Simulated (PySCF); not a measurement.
A structure optimised at r2SCAN-D4/def2-SVP, used in a PySCF frequency run:

```xyz
11

C     -0.6704    -1.9524     0.0000
C     -0.0353    -0.6245     0.0000
C     -0.3057     0.6935     0.0000
F     -1.3907     1.4590     0.0000
C      1.1647     0.9859     0.0000
O      1.3629    -0.4643     0.0000
H     -1.7641    -1.8482     0.0000
H     -0.3683    -2.5302    -0.8893
H     -0.3683    -2.5302     0.8893
H      1.5972     1.4388    -0.9070
H      1.5972     1.4388     0.9070
```
Charge 0, spin multiplicity 1.

### Question
Write its SMILES, formula and point group.

### Answer
CC1=C(F)CO1, C4H5FO, Cs

### Question
What are its rotational constants (standard atomic weights)?

### Answer
5.1818, 3.6421, 2.1993 GHz
